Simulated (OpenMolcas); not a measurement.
An atom or ion with 48 electrons was computed by SS-RASPT2, IPEA 0.25 Eh, imaginary shift 0.1 Eh with spin-orbit coupling (OpenMolcas, ANO-RCC-VQZP, DKH2). The lowest levels that the run gave, each within 12 % of the measured value where one is at hand:

| J | Parity | E (cm-1) | g |
| --- | --- | --- | --- |
| 0 | even | 0.0 |  |
| 0 | odd | 97619 |  |
| 1 | odd | 101434 | 1.486 |
| 2 | odd | 112660 | 1.501 |
| 1 | odd | 141524 | 1.015 |
| 0 | even | 225965 |  |
| 1 | even | 235025 | 1.501 |
| 2 | even | 237223 | 1.203 |
| 2 | even | 249969 | 1.298 |

Q: Which ion is it, and what are the configurations and terms?

A: Xe6+ (Z = 54, charge +6; active space 2 electrons in 9 orbitals (RAS2 5s 5p; RAS3 5d, at most 2 electrons)). J, parity and g give the terms where levels are pure, and mixed ones are named by the computed weights; the size of the splittings, set against known spectra of the 48-electron sequence, gives the charge. In order, with the measured energies in cm-1 (Saloman, J. Phys. Chem. Ref. Data 33, 765 (2004)): 5s2 1S0, 5s 5p 3P* 0 (96141), 5s 5p 3P* 1 (100451), 5s 5p 3P* 2 (113676), 5s 5p 1P* 1 (143259), 5p2 3P0 (223673), 5p2 3P1 (234685), 5p2 1D2 [59 %] (236100), 5p2 3P2 [59 %] (251853).

Active for correlation alone: 5d; no level in the range computed is led by a configuration that fills it, so any true level of that kind is missing. Some terms mix strongly with configurations of 5d, whose occupation reaches 0.19 (5p2 1D). Computed and measured levels are paired by configuration, term and J; levels that our copy of the source lacks, or whose pairing is in doubt (as where it misses far off the trend of its configuration), stay unpaired and out of the deviations. Only configurations of the active space appear.

A share in square brackets marks a mixed level and gives the weight of the term that names it. * marks odd parity.
